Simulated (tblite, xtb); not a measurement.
diisopropyl selenide (C$_{6}$H$_{14}$Se), singlet, geometry from GFN2-xTB. Base run: GFN1-xTB (xtb 6.7.1).

Geometry (Å):
```xyz
21

C      1.8645     1.2941     0.8032
C      1.5069    -0.1726     0.6514
C      2.6849    -0.9979     0.1636
Se    -0.0034    -0.4132    -0.6443
C     -1.4867     0.3505     0.4719
C     -1.9115     1.7055    -0.0658
C     -2.6442    -0.6320     0.5125
H      2.1912     1.7031    -0.1509
H      2.6749     1.4051     1.5228
H      1.0142     1.8738     1.1574
H      1.1312    -0.5749     1.5982
H      2.4031    -2.0438     0.0552
H      3.5077    -0.9295     0.8737
H      3.0292    -0.6322    -0.8027
H     -1.0475     0.4551     1.4689
H     -1.0667     2.3892    -0.1178
H     -2.3281     1.6000    -1.0658
H     -2.6713     2.1422     0.5815
H     -2.3192    -1.5948     0.9016
H     -3.0481    -0.7835    -0.4872
H     -3.4379    -0.2478     1.1519
```
All else is at xtb's defaults.
Base energy -23.59903 Eh.

Programs used: tblite, xtb; a row that names a program was run with it.

Each row names what was changed in the base input (with any setting that the change needs).

| change | ΔE vs base (mEh) | HOMO-LUMO gap (eV) | dipole (D) | G_solv (kcal/mol) | SCF cycles |
|---|---|---|---|---|---|
| base | 0.000 | 4.67 | 0.76 | - | 9 |
| file = coord | 0.000 | 4.67 | 0.76 | - | 9 |
| program = tblite; method = gfn1; option = --spin-polarized | 0.009 | - | - | - | - |
| program = tblite; method = gfn1; option = (--guess, eeq) | 0.009 | - | - | - | - |
| acc = 0.1 | 0.000 | 4.67 | 0.76 | - | 11 |
| alpb = ether | -7.565 | 4.67 | 0.80 | -4.76 | 9 |
| alpb = cs2 | -8.563 | 4.67 | 0.79 | -5.38 | 9 |

ALPB and GBSA are two models with their own fitted parameters for each solvent, which aren't always the measured dielectric constant.
